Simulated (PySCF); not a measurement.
## C₆H₉N₃Si: full NMR table

* Formula: C6H9N3Si
* SMILES: [SiH3]c1nnncc1C1CC1
* Point group of the computed structure: C1
* Degrees of unsaturation: 5
* Carbon signals: 5
* Proton signals: 5

Atoms are numbered as in `[SiH3:1][c:2]1[n:3][n:4][n:5][cH:6][c:7]1[CH:8]1[CH2:9][CH2:10]1`. Each H is labelled by its parent atom. Ha(C9), Ha(C10) are cis to C7 on the ring; Hb(C9), Hb(C10) are trans to C7 on the ring.

Level of theory: PBE0-D3(BJ)/def2-SVP structure, σ from GIAO-KT3/pcSseg-1, in PySCF 2.14 (fast rotation and ring inversion assumed for equivalent nuclei, non-relativistic, one computed conformer, gas phase).

Referencing at the same level of theory: ¹H and ¹³C and ²⁹Si against TMS; ¹⁵N vs NH3.

| carbon | δC, type | δH (multiplicity) | HMBC from (2–3 bonds) | span of the C tensor (ppm) |
| --- | --- | --- | --- | --- |
| C2 | 149.8, C | – | H(C6), H(Si1), H(C8) | 215 |
| C6 | 131.3, CH | 7.76 (s) | H(C8) | 215 |
| C7 | 133.5, C | – | H(C6), H(Si1), H(C8), Hb(C9)/Hb(C10), Ha(C9)/Ha(C10) | 222 |
| C8 | 15.4, CH | 1.41 (m) | H(C6), Hb(C9)/Hb(C10), Ha(C9)/Ha(C10) | 73 |
| C9/C10 | 16.6, CH2 | Hb(C9) 1.37 (m); Ha(C9) 0.89 (m) | H(C8), Hb(C9)/Hb(C10), Ha(C9)/Ha(C10) | 59 |

Other nuclei:
```tsv
atoms	nucleus	environment	δ (ppm)	σ (ppm)
H(Si1)	¹H	hydrogen on a silicon bonded to C	4.67	26.65
Si1	²⁹Si	silicon bonded to C, 3 H	-70.6	436.1
N4	¹⁵N	pyridine-type ring nitrogen	460.6	-198.5
N3	¹⁵N	pyridine-type ring nitrogen	414.0	-152.0
N5	¹⁵N	pyridine-type ring nitrogen	393.8	-131.8
```

- Carbon types of the structure: 2 × C, 2 × CH, 2 × CH2, leaving 3 H on heteroatoms.
- δC 149.8: substituted aromatic carbon next to a ring nitrogen.
- δC 133.5: substituted aromatic carbon.
- δC 131.3: aromatic CH next to a ring nitrogen.
- δC 16.6, 15.4: three-membered-ring carbon; carbons of three-membered rings are unusually shielded.
- δH 1.41, 1.37, 0.89: hydrogen on a three-membered-ring carbon; cyclopropane-type protons are shielded by the ring.

Shifts are as computed, not scaled to solution data. Of 1328 compounds with measured shifts, 309 miss one by over three times the rms of a fit or turn the order of signals round; such compounds aren't used in these exercises. Signals without a measured value on file couldn't be tested in this way. Experimental scales use liquid or dissolved standards, which lie at an offset from isolated NH3 (liquid NH3: subtract about 20 ppm). Unscaled 15N shifts of sp2 nitrogen often come out too high even then, by a few to some tens of ppm. No couplings were computed; multiplicities are counted from neighbouring protons, with m where these are inequivalent, close in shift, in a saturated or five-membered ring or joined by F or P, and br s for small geminal =CH2 splittings.
